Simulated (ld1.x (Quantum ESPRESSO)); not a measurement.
An all-electron radial function and its pseudo partner (platinum (Pt))

Columns: radius, all-electron u(r) and pseudo u(r) of the 6p shell (level -23.00 eV) of platinum in the configuration [Xe] 4f14 5d7 6s0 6p0; PBEsol, scalar-relativistic, RRKJ scheme, ld1.x (Quantum ESPRESSO) 7.5.

| r (bohr) | all-electron | pseudo |
| --- | --- | --- |
| 0.113 | -0.1288 | 0.0030 |
| 0.225 | 0.0353 | 0.0115 |
| 0.338 | 0.2178 | 0.0252 |
| 0.450 | 0.1126 | 0.0429 |
| 0.563 | -0.0945 | 0.0642 |
| 0.675 | -0.2608 | 0.0878 |
| 0.788 | -0.3438 | 0.1139 |
| 0.900 | -0.3462 | 0.1419 |
| 1.013 | -0.2881 | 0.1729 |
| 1.125 | -0.1924 | 0.2069 |
| 1.238 | -0.0757 | 0.2453 |
| 1.350 | 0.0463 | 0.2879 |
| 1.463 | 0.1667 | 0.3355 |
| 1.575 | 0.2774 | 0.3865 |
| 1.688 | 0.3770 | 0.4405 |
| 1.800 | 0.4619 | 0.4945 |
| 1.913 | 0.5332 | 0.5468 |
| 2.025 | 0.5899 | 0.5939 |
| 2.138 | 0.6334 | 0.6340 |
| 2.250 | 0.6642 | 0.6642 |
| 2.363 | 0.6842 | 0.6842 |
| 2.475 | 0.6943 | 0.6943 |
| 2.588 | 0.6959 | 0.6959 |
| 2.700 | 0.6905 | 0.6905 |
| 2.813 | 0.6790 | 0.6790 |
| 2.925 | 0.6626 | 0.6626 |

(1) How many radial nodes do the two functions have?

(2) At about which radius was the pseudo-wave matched?

(3) Is the pseudo-wave norm-conserving?

## Answers

(1) The all-electron 6p function has n − l − 1 = 4 (the table is too coarse to show those close to the nucleus); the pseudo-wave has 0, since the states of the same l below it are removed with the core.

(2) 2.25 bohr, where the columns begin to agree (steps of 0.11 bohr).

(3) Yes: the RRKJ scheme keeps the norm inside the radius equal to the all-electron one, which fixes the energy derivative of the logarithmic derivative at the level.
